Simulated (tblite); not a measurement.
A tight-binding relaxation on `CC#C[Si@H](CCl)C(Cl)Cl`.

Computed with GFN2-xTB geometry optimisation, gas phase (tblite 0.8.0). Start geometry: from a force field or distance geometry. The input is one job of a driver script: a line of settings, then coordinates in Å.

Command:
```bash
OMP_NUM_THREADS=1 python probes_run.py task.json out
```

Input:
```
{"job": {"kind": "relax", "xc": "GFN2-xTB", "basis": "xTB"}, "charge": 0, "multiplicity": 1}
C      3.333800     0.557100    -0.915000
C      1.981200     0.192000    -0.464600
C      0.897700    -0.117700    -0.068200
Si    -0.841200    -0.574900     0.527800
C     -1.901900    -1.065300    -0.904500
Cl    -3.490400    -1.624200    -0.329900
C     -1.652200     0.755500     1.524200
Cl    -1.862100     2.215700     0.535300
Cl    -0.660300     1.136600     2.958100
H      4.057600     0.421300    -0.112500
H      3.625600    -0.056300    -1.768700
H      3.348100     1.605700    -1.222600
H     -0.676400    -1.791200     1.402700
H     -1.448000    -1.882500    -1.484800
H     -2.076400    -0.216400    -1.590100
H     -2.642600     0.453600     1.901300
```

Estimate the output.

```
step      E/eV     max force
  0    -804.59870    3.088
  1    -804.64013    4.845
  2    -804.77335    0.571
  3    -804.78683    0.296
  4    -804.79737    0.225
  5    -804.80452    0.230
  6    -804.80880    0.146
  7    -804.81173    0.134
  8    -804.81338    0.111
  9    -804.81470    0.096
... (51 lines left out)
 61    -804.83243    0.037
 62    -804.83257    0.027
 63    -804.83264    0.019
 64    -804.83267    0.014
 65    -804.83270    0.012
 66    -804.83273    0.015
 67    -804.83277    0.014
 68    -804.83279    0.014
 69    -804.83281    0.011
 70    -804.83282    0.007
```

«max force» is the largest atomic force in eV/Å.

From which step on does the largest force stay under 0.1 eV/Å, and how much energy is left to gain from there?

From step 9 (0.096 eV/Å), 18.1 meV above the end.

In short: energy lowered by 5.4 kcal/mol over 70 steps; largest atomic force 0.007 eV/Å at the end.

Give the final coordinates.

0.147 Å rms from the input after alignment:
```
atom  x, y, z in Å
C1     3.2496    0.6234   -0.8684
C2     1.9582    0.1685   -0.4213
C3     0.8720   -0.2179   -0.0636
Si4   -0.7763   -0.7463    0.5489
C5    -1.9233   -1.0980   -0.9377
Cl6   -3.5100   -1.6289   -0.3113
C7    -1.5378    0.7618    1.4821
Cl8   -1.5555    2.1794    0.4107
Cl9   -0.5568    1.1198    2.9180
H10    3.9797    0.5088   -0.0680
H11    3.5707    0.0411   -1.7312
H12    3.1928    1.6743   -1.1497
H13   -0.7593   -1.8758    1.4764
H14   -1.5477   -1.8988   -1.5683
H15   -2.1041   -0.2230   -1.5570
H16   -2.5597    0.6205    1.8291
```

On Arm Neoverse V1, one thread, no GPU, on a shared host, this took 0.78 s.
Labels such as C1 count atoms from 1, the log's own numbers from 0.
